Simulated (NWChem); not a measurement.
System: CH₄BeS₂; SMILES C[S][Be][SH]

Here is an NWChem input.

```
start job
memory heap 200 mb stack 900 mb global 1100 mb
geometry units angstroms noautoz
  Be     0.268019    -0.445946     0.057225
  S     -0.205363    -2.292307     0.111618
  H     -0.198537    -2.404310    -1.237374
  S      0.761335     1.386490     0.023855
  C     -0.869878     2.223681    -0.009870
  H     -1.446819     1.950015    -0.902821
  H     -0.667503     3.302482    -0.042251
  H     -1.453348     2.004510     0.893822
end
basis spherical
  Be library 6-31+g*
  S library 6-31+g*
  H library 6-31+g*
  C library 6-31+g*
end
dft
  xc hfexch
  iterations 150
end
tddft
  cis
  nroots 8
end
task tddft energy
```

Structure relaxed at the PBE0/def2-SVP level.

Vertical excitations in the gas phase.

Task: What results follow from this input? (Hartree-Fock/6-31+G* (spherical d), CIS.) Quantities: lowest excitation, singlet (eV); oscillator strength of that lowest state; lowest state with f > 0.02, singlet (eV); oscillator strength of that bright state; lowest triplet (eV); orbital gap (eV).

Result: 
```json
{
  "lowest excitation, singlet (eV)": "5.80",
  "oscillator_strength_of_that_lowest_state": "0.001",
  "lowest state with f > 0.02, singlet (eV)": "6.43",
  "oscillator_strength_of_that_bright_state": "0.041",
  "lowest triplet (eV)": "5.28",
  "orbital gap (eV)": "10.67"
}
```
